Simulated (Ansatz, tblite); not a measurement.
GaP nanocrystals, H-capped: gap (eV) at several levels, gas phase, relaxed structures; Ansatz, xTB through tblite. Levels of anions in sets without diffuse functions are rough. A dash marks a value that wasn't run or was left out as unsound. The structures are stationary points that may keep the symmetry of their start.

| species | state | geometry | GFN1-xTB | GFN2-xTB | PBE-D4/def2-SVP | PBE-D4/def2-TZVP | PBE0-D4/def2-SVP | PBE0-D4/def2-TZVP |
| --- | --- | --- | --- | --- | --- | --- | --- | --- |
| Ga5P4H16⁻, cut from zinc blende | singlet | PBE-D4/def2-SVP | 5.16 | 3.69 | 4.58 | 4.31 | 6.44 | 6.13 |
| Ga6P5H18⁻, cut from wurtzite | singlet | PBE-D4/def2-SVP | 4.68 | 3.55 | 4.41 | 4.24 | 6.23 | 6.03 |
| Ga7P6H20⁻, cut from zinc blende | singlet | PBE-D4/def2-SVP | 4.64 | 3.40 | 4.21 | 4.06 | 6.02 | 5.86 |
| Ga7P7H20, cut from zinc blende | singlet | PBE-D4/def2-SVP | 4.16 | 2.84 | 3.76 | 3.60 | 5.56 | 5.38 |
| Ga8P7H24⁻, cut from zinc blende, rod | singlet | r2SCAN-D4/def2-SVP | 4.23 | 2.82 | 3.60 | 3.37 | 5.44 | 5.17 |
| Ga7P8H26⁺, cut from zinc blende, rod | singlet | r2SCAN-D4/def2-SVP | 4.70 | 3.64 | 4.53 | 4.26 | 6.38 | 6.11 |
| Ga8P8H22, cut from wurtzite | singlet | PBE-D4/def2-SVP | 4.46 | 3.93 | 4.22 | 4.03 | 5.96 | 5.75 |
| Ga10P10H28, cut from zinc blende | singlet | PBE-D4/def2-SVP | 4.04 | 3.24 | 4.00 | – | 5.76 | – |
| Ga10P11H28⁺, cut from wurtzite | singlet | PBE-D4/def2-SVP | 3.80 | 3.33 | 3.74 | 3.57 | 5.45 | 5.28 |
| Ga12P12H32, cut from zinc blende | singlet | PBE-D4/def2-SVP | 3.86 | 3.49 | 3.80 | 3.71 | 5.54 | 5.43 |

(1) Estimate the rows for Ga4P4H14, cut from wurtzite (singlet, PBE-D4/def2-SVP geometry); Ga6P6H18, cut from wurtzite (singlet, PBE-D4/def2-SVP geometry); Ga9P9H24, cut from wurtzite (singlet, r2SCAN-D4/def2-SVP geometry); Ga12P11H32⁻, cut from zinc blende (singlet, PBE-D4/def2-SVP geometry).

(1) 
```
                          species    state            geometry  GFN1-xTB  GFN2-xTB  PBE-D4/def2-SVP  PBE-D4/def2-TZVP  PBE0-D4/def2-SVP  PBE0-D4/def2-TZVP
      Ga4P4H14, cut from wurtzite  singlet     PBE-D4/def2-SVP      4.79      3.73             4.59              4.38              6.44               6.23
      Ga6P6H18, cut from wurtzite  singlet     PBE-D4/def2-SVP      4.52      3.35             4.14              3.90              5.97               5.71
      Ga9P9H24, cut from wurtzite  singlet  r2SCAN-D4/def2-SVP      4.50      3.85             4.10              3.90              5.84               5.62
Ga12P11H32⁻, cut from zinc blende  singlet     PBE-D4/def2-SVP      4.11      3.05             3.78              3.58              5.52               5.29
```
